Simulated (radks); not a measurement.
Problem. Sb XLIII, configuration [He] 2s2 2p5. Calculated with a radial shooting solver on a logarithmic mesh with Libxc functionals: scalar-relativistic Kohn-Sham, LDA (Slater exchange, Perdew-Wang correlation), spin-polarised, spherical densities, finite nucleus; open shells are filled with parallel spins first (spin-orbit coupling, left out, can overturn this in heavy ions); Fermi nuclear charge, rms radius 4.6802 fm. Some entries of the table are withheld. Estimate them.

| orbital | occ. | eigenvalue (Ry) | r(max) (bohr) |
|---|---|---|---|
| 1s up | 1 | -2445.449 | 0.01836 |
| 1s down | 1 | -2444.636 | 0.01836 |
| 2s up | 1 | -539.7703 | 0.1023 |
| 2s down | 1 | -538.6709 | 0.1023 |
| 2p up | 3 | (1) | 0.08145 |
| 2p down | 2 | (2) | 0.08151 |
| 3s up | 0 | -223.7085 | 0.2701 |
| 3s down | 0 | -223.4253 | 0.2704 |
| 3p up | 0 | -214.3501 | 0.2579 |
| 3p down | 0 | -214.0225 | 0.2583 |

Solution. 
(1) 2p up eigenvalue (Ry): -509.0799
(2) 2p down eigenvalue (Ry): -507.7612
